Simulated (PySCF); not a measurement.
Trend along the halogens: MTe molecules

CCSD(T) with triple-zeta basis sets in PySCF, for the lowest determinant that a PBE0 search found; no spin–orbit coupling. De refers to high-spin ground-configuration atoms.

| M | basis | reference, frozen orbitals | state (unpaired electrons) | Re (Å) | ωe (cm⁻¹) | De (eV) |
| --- | --- | --- | --- | --- | --- | --- |
| F | def2-TZVPP | UHF, 5 | doublet (π ↑) | 1.906 | 629 | 3.29 |
| Cl | def2-TZVPP | UHF, 9 | doublet (π ↑) | 2.324 | 386 | 2.50 |
| Br | x2c-TZVPPall | UHF, 27 | doublet (π ↑) | 2.476 | 266 | 2.20 |
| I | x2c-TZVPPall | UHF, 36 | doublet (π ↑) | 2.678 | 212 | 1.89 |

The shortest bond is that of TeF (1.906 Å), the longest that of TeI (2.678 Å). TeF is bound most strongly (3.29 eV) and TeI least (1.89 eV).

The rows differ in basis set, which adds steps of its own.

Down a group the atoms grow and get heavier, so bonds lengthen and wavenumbers fall; this series shows no clear exception.

Correlated steps freeze the inner cores (5 to 36 orbitals); shallow outer-core shells are correlated. These are scalar-relativistic numbers at best; spin–orbit coupling would shift them, the dissociation energy most. States were picked by a PBE0 search and need not be the measured ground states.
